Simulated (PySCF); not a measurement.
**How methods differ on the excitation energy of Ar⁺**

Ar⁺ [Ne] 3s2 3p5 (2P) → Ar⁺ [Ne] 3s1 3p5 3d1 (high-spin determinant), as a difference of total energies. All numbers are calculated (PySCF 2.14, no relativity, point nucleus, in aug-cc-pwCVDZ). Correlated levels: valence: [Ne] frozen. The calculations carry no spin-orbit coupling.

```json
{"method": "UHF", "excitation energy (eV)": "33.804"}
{"method": "MP2 (valence)", "excitation energy (eV)": "33.362"}
{"method": "SCS-MP2 (valence)", "excitation energy (eV)": "33.144"}
{"method": "CCSD (valence)", "excitation energy (eV)": "31.486"}
{"method": "CCSD(T) (valence)", "excitation energy (eV)": "30.762"}
```

How much does correlation contribute at CCSD(T) (valence)?

30.762 − (33.804) = -3.042 eV, measured against UHF.

The upper state lies above the first ionisation limit, where it may autoionise and the basis confines it.

The promoted electron is Rydberg-like, and one or two diffuse shells describe it only roughly, which tends to raise the upper state.

The coupled-cluster amplitudes are large for the upper state (T1 above 0.03 or a double amplitude above 0.15), so a single reference is strained.

The determinant of the upper state mixes LS terms, which raises its energy above the lowest term, most at the Hartree-Fock and MP2 levels.
